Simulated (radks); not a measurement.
The numbers below are computed, except where a source is named.
Isoelectronic series with 10 electrons, all held in the configuration [Ne], which need not be the ground one along the series. Level of theory: Dirac Kohn-Sham, PBE, spin-unpolarised, spherical densities, point nucleus (a radial shooting solver on a logarithmic mesh with Libxc functionals). Total energies (hartree) and orbital eigenvalues (eV):

ion    E (hartree)      2p3/2      2p1/2      2s1/2
Ne      -129.01350   -13.2983   -13.4016   -36.4036
Mg2+    -199.43527   -66.6030   -66.8940   -99.9631
Al3+    -240.72144  -103.9795  -104.4266  -142.6349
Si4+    -286.05729  -148.3212  -148.9799  -192.3661
P5+     -335.44660  -199.5750  -200.5123  -249.1065
S6+     -388.89484  -257.7103  -259.0062  -312.8336
Cl7+    -446.40872  -322.7080  -324.4567  -383.5403
Ar8+    -507.99598  -394.5561  -396.8669  -461.2284
K9+     -573.66524  -473.2469  -476.2455  -545.9063
Ca10+   -643.42589  -558.7754  -562.6055  -637.5871
Sc11+   -717.28812  -651.1389  -655.9629  -736.2873
Ti12+   -795.26284  -750.3360  -756.3366  -842.0266
V13+    -877.36165  -856.3668  -863.7481  -954.8273
Cr14+   -963.59691  -969.2319  -978.2210  -1074.714
